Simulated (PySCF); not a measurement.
iron atom (Fe), quintet; M062X/aug-cc-pVDZ in PySCF.

The PySCF input:
```python
from pyscf import gto, scf, dft, solvent

mol = gto.M(
    atom='''
Fe    0.00000000    0.00000000    0.00000000
''',
    basis='aug-cc-pvdz',
    spin=4,
    verbose=4,
)

mf = dft.UKS(mol)
mf.xc = 'm062x'
mf.kernel()
```

The log (banner, timings and long lists left out):

```
PySCF version 2.14.0

[INPUT] verbose = 4
[INPUT] num. atoms = 1
[INPUT] num. electrons = 26
[INPUT] charge = 0
[INPUT] spin (= nelec alpha-beta = 2S) = 4
[INPUT] symmetry False subgroup None
[INPUT] Mole.unit = angstrom
[INPUT] Symbol           X                Y                Z      unit          X                Y                Z       unit  Magmom
[INPUT]  1 Fe     0.000000000000   0.000000000000   0.000000000000 AA    0.000000000000   0.000000000000   0.000000000000 Bohr   0.0

nuclear repulsion = 0
number of shells = 11
number of NR pGTOs = 138
number of NR cGTOs = 59
basis = aug-cc-pvdz
ecp = {}

******** <class 'pyscf.dft.uks.UKS'> ********
method = UKS
initial guess = minao
damping factor = 0
level_shift factor = 0
DIIS = <class 'pyscf.scf.diis.CDIIS'>
diis_start_cycle = 1
diis_space = 8
diis_damp = 0
SCF conv_tol = 1e-09
SCF conv_tol_grad = None
SCF max_cycles = 50
direct_scf = True
direct_scf_tol = 1e-13
number electrons alpha = 15  beta = 11
XC library pyscf.dft.libxc version 7.1.2
    S. Lehtola, C. Steigemann, M. J. T. Oliveira, and M. A. L. Marques,  SoftwareX 7, 1–5 (2018)
XC functionals = m062x
    Y. Zhao and D. G. Truhlar,  Theor. Chem. Acc. 120, 215 (2008)
    Y. Zhao and D. G. Truhlar,  Theor. Chem. Acc. 120, 215 (2008)
radial grids:
    Treutler-Ahlrichs [JCP 102, 346 (1995); DOI:10.1063/1.469408] (M4) radial grids

becke partition: Becke, JCP 88, 2547 (1988); DOI:10.1063/1.454033
pruning grids: <function nwchem_prune>
grids dens level: 3
symmetrized grids: False
atomic radii adjust function: <function treutler_atomic_radii_adjust>
small_rho_cutoff = 0
Set gradient conv threshold to 3.16228e-05
tot grids = 20904
init E= -1262.57161098595

cycle= 1 E= -1247.04943530522  delta_E= 15.5  |g|= 3.65  |ddm|= 14.3

cycle= 2 E= -1257.509758571  delta_E= -10.5  |g|= 3.59  |ddm|= 18.4

cycle= 3 E= -1262.35304463915  delta_E= -4.84  |g|= 1.92  |ddm|=   12
cycle= 4 E= -1263.45806385067  delta_E= -1.11  |g|= 0.65  |ddm|= 1.59
cycle= 5 E= -1263.58349112884  delta_E= -0.125  |g|= 0.176  |ddm|= 0.734
cycle= 6 E= -1263.59980533124  delta_E= -0.0163  |g|= 0.0317  |ddm|= 0.408
cycle= 7 E= -1263.60648500652  delta_E= -0.00668  |g|= 0.0627  |ddm|= 0.213
cycle= 8 E= -1263.60940719418  delta_E= -0.00292  |g|= 0.0697  |ddm|= 0.0803
cycle= 9 E= -1263.59746966648  delta_E= 0.0119  |g|= 0.0736  |ddm|= 0.377
cycle= 10 E= -1263.59351187347  delta_E= 0.00396  |g|= 0.0861  |ddm|= 0.113
cycle= 11 E= -1263.59796525519  delta_E= -0.00445  |g|= 0.0799  |ddm|= 0.135
cycle= 12 E= -1263.59919839398  delta_E= -0.00123  |g|= 0.0885  |ddm|= 0.0908
cycle= 13 E= -1263.60279248874  delta_E= -0.00359  |g|= 0.0777  |ddm|= 0.108
cycle= 14 E= -1263.60179612689  delta_E= 0.000996  |g|= 0.0727  |ddm|= 0.0477
cycle= 15 E= -1263.60308350375  delta_E= -0.00129  |g|= 0.0678  |ddm|= 0.0662
cycle= 16 E= -1263.61988996442  delta_E= -0.0168  |g|= 0.127  |ddm|= 0.502
cycle= 17 E= -1263.61665130401  delta_E= 0.00324  |g|= 0.119  |ddm|= 0.0885
cycle= 18 E= -1263.61325386175  delta_E= 0.0034  |g|= 0.0973  |ddm|= 0.117
cycle= 19 E= -1263.61092225946  delta_E= 0.00233  |g|= 0.0826  |ddm|= 0.0794
cycle= 20 E= -1263.61993129708  delta_E= -0.00901  |g|= 0.0972  |ddm|= 0.201
cycle= 21 E= -1263.62118553033  delta_E= -0.00125  |g|= 0.0883  |ddm|= 0.0511
cycle= 22 E= -1263.61103458771  delta_E= 0.0102  |g|= 0.0755  |ddm|= 0.231
cycle= 23 E= -1263.61132097948  delta_E= -0.000286  |g|= 0.0777  |ddm|= 0.0492
cycle= 24 E= -1263.6176532156  delta_E= -0.00633  |g|= 0.0893  |ddm|= 0.275
cycle= 25 E= -1263.60940895199  delta_E= 0.00824  |g|= 0.0814  |ddm|= 0.202
cycle= 26 E= -1263.60670411635  delta_E= 0.0027  |g|= 0.0833  |ddm|= 0.084
cycle= 27 E= -1263.60636387061  delta_E= 0.00034  |g|= 0.0907  |ddm|= 0.0569
cycle= 28 E= -1263.60899609421  delta_E= -0.00263  |g|= 0.0728  |ddm|= 0.0744
cycle= 29 E= -1263.611321539  delta_E= -0.00233  |g|= 0.0549  |ddm|= 0.221
cycle= 30 E= -1263.61513793415  delta_E= -0.00382  |g|= 0.0614  |ddm|= 0.12
cycle= 31 E= -1263.61495005039  delta_E= 0.000188  |g|= 0.0505  |ddm|= 0.0556
cycle= 32 E= -1263.61406601332  delta_E= 0.000884  |g|= 0.073  |ddm|= 0.171
cycle= 33 E= -1263.61517677396  delta_E= -0.00111  |g|= 0.0566  |ddm|= 0.217
cycle= 34 E= -1263.62034569589  delta_E= -0.00517  |g|= 0.0727  |ddm|= 0.166
cycle= 35 E= -1263.61666062894  delta_E= 0.00369  |g|= 0.0548  |ddm|= 0.412
cycle= 36 E= -1263.61686984796  delta_E= -0.000209  |g|= 0.0562  |ddm|= 0.02
cycle= 37 E= -1263.61524894841  delta_E= 0.00162  |g|= 0.0628  |ddm|= 0.116
cycle= 38 E= -1263.61498933459  delta_E= 0.00026  |g|= 0.0715  |ddm|= 0.0969
cycle= 39 E= -1263.61567356627  delta_E= -0.000684  |g|= 0.0712  |ddm|= 0.0345
cycle= 40 E= -1263.6140480341  delta_E= 0.00163  |g|= 0.0676  |ddm|= 0.115
cycle= 41 E= -1263.61359204705  delta_E= 0.000456  |g|= 0.094  |ddm|= 0.348
cycle= 42 E= -1263.61881697716  delta_E= -0.00522  |g|= 0.0524  |ddm|= 0.457
cycle= 43 E= -1263.63130280501  delta_E= -0.0125  |g|= 0.105  |ddm|= 0.485
cycle= 44 E= -1263.6283834874  delta_E= 0.00292  |g|= 0.0901  |ddm|= 0.139
cycle= 45 E= -1263.62600842939  delta_E= 0.00238  |g|= 0.0502  |ddm|= 0.189
cycle= 46 E= -1263.61960325164  delta_E= 0.00641  |g|= 0.0441  |ddm|= 0.201
cycle= 47 E= -1263.61744411535  delta_E= 0.00216  |g|= 0.04  |ddm|= 0.132
cycle= 48 E= -1263.61300128457  delta_E= 0.00444  |g|= 0.0498  |ddm|= 0.265
cycle= 49 E= -1263.62454604784  delta_E= -0.0115  |g|= 0.0682  |ddm|= 0.457
cycle= 50 E= -1263.62200684262  delta_E= 0.00254  |g|= 0.0572  |ddm|= 0.106
SCF not converged.
SCF energy = -1263.62200684262 after 50 cycles  <S^2> = 6.0161744  2S+1 = 5.0064656
```

The run did not converge; its last values are not results.
